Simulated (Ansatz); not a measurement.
Relaxation of OSSe (3 atoms, charge 0, multiplicity 1), to a largest force component of 0.02 eV/Å in at most 40 steps.

These are results of RKS PBE/def2-SVP (Ansatz), not measurements.

```xyz
3
Properties=species:S:1:pos:R:3
O -0.275 0.887 -0.050
S 0.987 -0.045 0.535
Se -0.712 -0.842 -0.485
```

Where does it end, and by what steps?

The run converged. After 3 steps the energy has fallen by 0.140 eV; S2 moved furthest, 0.05 Å.

```
step  energy less start (eV)  largest force component (eV/Å)  accepted
   0                  0.0000                           2.277       yes
   1                 -0.1052                           1.112       yes
   2                 -0.1387                           0.157       yes
   3                 -0.1398                           0.020       yes
```

```xyz
3
Properties=species:S:1:pos:R:3
O -0.291 0.919 -0.055
S 1.028 -0.049 0.557
Se -0.738 -0.870 -0.503
```

Whether the end is a true minimum wasn't checked by a vibrational analysis.

Time of the run: 7.7 s on 1 CPU thread of a shared host.
